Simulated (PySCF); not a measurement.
Isomers of C7H9NO, mass 123.068 u with the commonest isotopes. Computed with PBE0-D3(BJ)/def2-SVP geometry optimisation, gas phase (PySCF 2.14.0). One conformer each, none proved a minimum here; rigid rotors.

Question: Order these by rotational constant C, smallest first.
A. `[N:1]#[C:2][CH2:3][C@@H:4]1[CH2:5][CH2:6][C@H:7]2[O:8][C@@H:9]12` with C2–C3–C4–C5 57°, C3–C4–C5–C6 -95°, C4–C5–C6–C7 -27°, C5–C6–C7–O8 -47°, C6–C7–O8–C9 99°
B. `[CH3:1][CH2:2][O:3][c:4]1[cH:5][cH:6][cH:7][n:8][cH:9]1` with C1–C2–O3–C4 -178°, C2–O3–C4–C5 179°
C. `[CH2:1]=[CH:2][C:3](=[CH2:4])[C:5](=[CH2:6])[C:7]([NH2:8])=[O:9]` with C1–C2–C3–C4 -164°, C2–C3–C5–C6 39°, C3–C5–C7–N8 -144°, C5–C7–N8–H 15° and 180°

Answer: B (798.1 MHz), C (985.8 MHz), A (1288 MHz).

Question: Order these by rotational constant B, smallest first.
A. `[CH2:1]=[CH:2][C:3](=[CH2:4])[C:5](=[CH2:6])[C:7]([NH2:8])=[O:9]` with C1–C2–C3–C4 -164°, C2–C3–C5–C6 39°, C3–C5–C7–N8 -144°, C5–C7–N8–H 15° and 180°
B. `[N:1]#[C:2][CH2:3][C@@H:4]1[CH2:5][CH2:6][C@H:7]2[O:8][C@@H:9]12` with C2–C3–C4–C5 57°, C3–C4–C5–C6 -95°, C4–C5–C6–C7 -27°, C5–C6–C7–O8 -47°, C6–C7–O8–C9 99°
C. `[CH3:1][CH2:2][O:3][c:4]1[cH:5][cH:6][cH:7][n:8][cH:9]1` with C1–C2–O3–C4 -178°, C2–O3–C4–C5 179°

Answer: C (938.6 MHz), A (1176 MHz), B (1373 MHz).

Question: Order these by radius of gyration √(Σ m r²/M), largest first.
A. `[CH3:1][CH2:2][O:3][c:4]1[cH:5][cH:6][cH:7][n:8][cH:9]1` with C1–C2–O3–C4 -178°, C2–O3–C4–C5 179°
B. `[CH2:1]=[CH:2][C:3](=[CH2:4])[C:5](=[CH2:6])[C:7]([NH2:8])=[O:9]` with C1–C2–C3–C4 -164°, C2–C3–C5–C6 39°, C3–C5–C7–N8 -144°, C5–C7–N8–H 15° and 180°
C. `[N:1]#[C:2][CH2:3][C@@H:4]1[CH2:5][CH2:6][C@H:7]2[O:8][C@@H:9]12` with C2–C3–C4–C5 57°, C3–C4–C5–C6 -95°, C4–C5–C6–C7 -27°, C5–C6–C7–O8 -47°, C6–C7–O8–C9 99°

Answer: A (2.274 Å), B (2.139 Å), C (1.952 Å).

| SMILES | point group | Ia (u·Å²) | Ib (u·Å²) | Ic (u·Å²) | κ | μa (D) | μb (D) | μc (D) |
| --- | --- | --- | --- | --- | --- | --- | --- | --- |
| CCOc1cccnc1 | – | 101.23 | 538.43 | 633.22 | -0.93 | 1.82 | 0.98 | 0.02 |
| C=CC(=C)C(=C)C(N)=O | C1 | 184.12 | 429.83 | 512.68 | -0.78 | 0.72 | 2.04 | 2.69 |
| N#CC[C@@H]1CC[C@H]2O[C@@H]12 | C1 | 177.02 | 368.03 | 392.46 | -0.89 | 0.19 | 2.40 | 0.85 |
